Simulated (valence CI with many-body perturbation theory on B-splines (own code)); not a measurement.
# Level structure of Nd19+

Calculated by relativistic CI+MBPT: five valence electrons over a frozen Dirac-Fock core [Kr], a basis of 7 s, 7 p, 8 d, 6 f, 4 g, 1 h functions for each j, with the one-electron correlation potential Σ1 (screened to all orders), the two-electron term Σ2, the three-electron term Σ3, Breit, model QED; selected single and double excitations, second order for the rest, scaled by the run's own slope (own B-spline code, finite nucleus).

No measured levels were compared; by estimate terms of the open shell hold to 2 to 4 % of their energy, and close levels can change places. Among the levels kept, up to 430 cm⁻¹ of a level comes from second order outside the variational space, and about a tenth of that is noise between levels of different J, which matters for small intervals. The list stops below the first excitations out of the core.

Levels 1 to 37 of 37, with energies above the lowest level, (4d3/2^4 4d5/2) J=5/2 [a]. "Leading %" is the weight of the configuration and term that name the level; weights of strongly mixed levels are sums over their largest components and can fall short. In the jj column 3d3/2^4 stands for four electrons in 3d with j = 3/2.

```csv
No.,Configuration,Term,J,E (cm⁻¹),Leading %,Leading jj,Second component
1,4d⁵,⁶S,5/2,0.0,67,4d3/2^4 4d5/2 (39 %),23 % 4d⁵ ⁴P
2,4d⁵,⁴G,5/2,35711,26,4d3/2^4 4d5/2 (53 %),24 % 4d⁵ ²F
3,4d⁵,⁴G,7/2,55021,52,4d3/2^3 4d5/2^2 (92 %),18 % 4d⁵ ⁴D
4,4d⁵,⁴D,3/2,57344,46,4d3/2^3 4d5/2^2 (91 %),37 % 4d⁵ ⁴P
5,4d⁵,⁴G,11/2,58938,62,4d3/2^3 4d5/2^2 (84 %),26 % 4d⁵ ²H
6,4d⁵,⁴G,5/2,63356,35,4d3/2^3 4d5/2^2 (56 %),33 % 4d⁵ ⁴D
7,4d⁵,⁴G,9/2,63449,68,4d3/2^3 4d5/2^2 (70 %),14 % 4d⁵ ⁴F
8,4d⁵,⁴P,1/2,68827,57,4d3/2^3 4d5/2^2 (65 %),30 % 4d⁵ ⁴D
9,4d⁵,⁴D,7/2,79022,37,4d3/2^3 4d5/2^2 (52 %),21 % 4d⁵ ⁴G
10,4d⁵,²D,5/2,83358,37,4d3/2^3 4d5/2^2 (49 %),16 % 4d⁵ ⁴P
11,4d⁵,²F,7/2,90851,30,4d3/2^2 4d5/2^3 (58 %),26 % 4d⁵ ⁴D
12,4d⁵,²I,11/2,91964,64,4d3/2^2 4d5/2^3 (87 %),28 % 4d⁵ ⁴G
13,4d⁵,⁴D,1/2,95686,68,4d3/2^2 4d5/2^3 (88 %),24 % 4d⁵ ⁴P
14,4d⁵,²D,3/2,96111,47,4d3/2^2 4d5/2^3 (48 %),31 % 4d⁵ ⁴D
15,4d⁵,²G,9/2,97920,47,4d3/2^2 4d5/2^3 (71 %),28 % 4d⁵ ⁴G
16,4d⁵,⁴P,3/2,101390,45,4d3/2^2 4d5/2^3 (84 %),44 % 4d⁵ ⁴F
17,4d⁵,²I,13/2,102080,99,4d3/2^2 4d5/2^3 (99 %),
18,4d⁵,²F,5/2,106620,38,4d3/2^2 4d5/2^3 (77 %),19 % 4d⁵ ⁴F
19,4d⁵,²H,9/2,118500,51,4d3/2^2 4d5/2^3 (98 %),46 % 4d⁵ ⁴F
20,4d⁵,²G,7/2,121540,61,4d3/2^2 4d5/2^3 (95 %),31 % 4d⁵ ²F
21,4d⁵,⁴F,5/2,122770,45,4d3/2^2 4d5/2^3 (75 %),25 % 4d⁵ ²F
22,4d⁵,²D,3/2,130420,72,4d3/2^2 4d5/2^3 (46 %),21 % 4d⁵ ⁴F
23,4d⁵,²F,5/2,131380,36,4d3/2 4d5/2^4 (61 %),25 % 4d⁵ ⁴P
24,4d⁵,²F,7/2,135350,59,4d3/2^2 4d5/2^3 (68 %),29 % 4d⁵ ²G
25,4d⁵,²S,1/2,137370,67,4d3/2^2 4d5/2^3 (46 %),17 % 4d⁵ ⁴P
26,4d⁵,⁴F,7/2,145190,42,4d3/2 4d5/2^4 (88 %),29 % 4d⁵ ²F
27,4d⁵,²G,9/2,146580,51,4d3/2^2 4d5/2^3 (56 %),28 % 4d⁵ ²H
28,4d⁵,²H,11/2,150510,66,4d3/2 4d5/2^4 (95 %),24 % 4d⁵ ²I
29,4d⁵,²D,3/2,157830,69,4d3/2 4d5/2^4 (66 %),15 % 4d⁵ ⁴D
30,4d⁵,²D,5/2,166980,65,4d3/2 4d5/2^4 (78 %),25 % 4d⁵ ²F
31,4d⁵,²G,9/2,172380,89,4d3/2 4d5/2^4 (51 %),4 % 4d⁵ ²H
32,4d⁵,²D,5/2,176100,52,4d5/2^5 (46 %),28 % 4d⁵ ²F
33,4d⁵,²G,7/2,182120,76,4d3/2 4d5/2^4 (78 %),19 % 4d⁵ ²F
34,4d⁵,²P,3/2,187370,81,4d3/2^2 4d5/2^3 (83 %),17 % 4d⁵ ²D
35,4d⁵,²P,1/2,205990,82,4d3/2 4d5/2^4 (62 %),15 % 4d⁵ ²S
36,4d⁵,²D,5/2,224860,85,4d3/2^2 4d5/2^3 (50 %),6 % 4d⁵ ²F
37,4d⁵,²D,3/2,231680,79,4d3/2 4d5/2^4 (81 %),17 % 4d⁵ ²P
```

Where two levels of one J and parity lie close, their mixing, g and order are uncertain.

The ionisation energy to 4d⁴ ⁵D0 of the next ion comes out as 562.29 eV (NIST: 562 ± 4 eV (theoretical)). All 37 levels together are meant to be complete up to 654090 cm⁻¹.
